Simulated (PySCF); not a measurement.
## Cr: excitation energy

Cr [Ar] 3d5 4s1 (7S) → Cr [Ar] 3d4 4s1 4p1 (high-spin determinant), as a difference of total energies. Computed with PySCF 2.14 in x2c-TZVPPall (6s5p4d2f1g, 64 functions), with scalar relativity by spin-free X2C-1e. Correlated levels: valence and next inner shell: [Ne] frozen. The calculations carry no spin-orbit coupling.

```tsv
method	excitation energy (eV)
UHF	1.907
MP2 (valence and next inner shell)	3.417
SCS-MP2 (valence and next inner shell)	2.758
CCSD (valence and next inner shell)	2.928
CCSD(T) (valence and next inner shell)	2.996
```

Q: How much does correlation contribute at CCSD(T) (valence and next inner shell)?

A: 2.996 − (1.907) = 1.089 eV, measured against UHF.

A first-order spin-orbit estimate (lowest level to lowest level, LS coupling) adds -0.057 eV.

The basis was made for the ground configuration and has no added diffuse functions, so the excitation energy can come out too high.

The coupled-cluster amplitudes are large for the upper state (T1 above 0.03 or a double amplitude above 0.15), so a single reference is strained.

The determinant of the upper state mixes LS terms, which raises its energy above the lowest term, most at the Hartree-Fock and MP2 levels.
